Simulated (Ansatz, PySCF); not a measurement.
Gas-phase reaction (SMILES): OB(F)F [difluoroborinic acid] + O (H2O) → OB(O)F [fluoroboronic acid] + F (HF); water cleaves one B-F bond, a model of a ligand-exchange step.

Each molecule is optimised on its own at B3LYP-D3(BJ)/def2-TZVP (Ansatz, a first-principles code), one conformer each, not searched for the lowest. Valence correlation only, unless marked. No spin-orbit coupling. Non-relativistic. CBS marks a two-point X^-3 extrapolation of the correlation energy; Hartree-Fock from the larger set. Thermal terms are rigid-rotor harmonic-oscillator values from B3LYP-D3(BJ) frequencies (Ansatz or PySCF) at 298.15 K and 1 atm. 1 Eh = 627.5095 kcal/mol.

```csv
species,"E, CCSD(T)/CBS(cc-pVTZ,cc-pVQZ) (Ansatz) (Eh)","E, wB97X-V/def2-TZVPD (Ansatz) (Eh)",H - E (Eh),G - E (Eh)
OB(F)F,-300.32806,-300.57694,0.02926,-0.00168
O (H2O),-76.37426,-76.43464,0.02495,0.00353
OB(O)F,-276.30590,-276.55081,0.04166,0.01034
F (HF),-100.39146,-100.45520,0.01259,-0.00713
```

Question: Work out ΔE and ΔH, ΔG, ΔS and the equilibrium constant at 298.15 K at the first level, then ΔH at the second.

Answer: 
1. ΔE = [(-276.30590) + (-100.39146)] - [(-300.32806) + (-76.37426)] = 0.00496 Eh = 3.1 kcal/mol at CCSD(T)/CBS(cc-pVTZ,cc-pVQZ).
2. The terms H - E add up to 0.00004 Eh, so ΔH = (0.00496 + (0.00004))×627.5095 = 3.1 kcal/mol.
3. The terms G - E add up to 0.00136 Eh, so ΔG = 4.0 kcal/mol, and ΔS = (0.00004 - (0.00136))×627509.5/298.15 = -2.8 cal/(mol K).
4. log10 K = -ΔG/(RT ln 10) = -2.9, with RT ln 10 = 1.3642 kcal/mol.
5. At wB97X-V/def2-TZVPD the same steps give ΔE = 3.5 and ΔH = 3.5 kcal/mol, a shift of +0.4 from the first level.
6. These values are not checked against measurement here, since the tables used lack a sound gas-phase enthalpy of formation for at least one species.
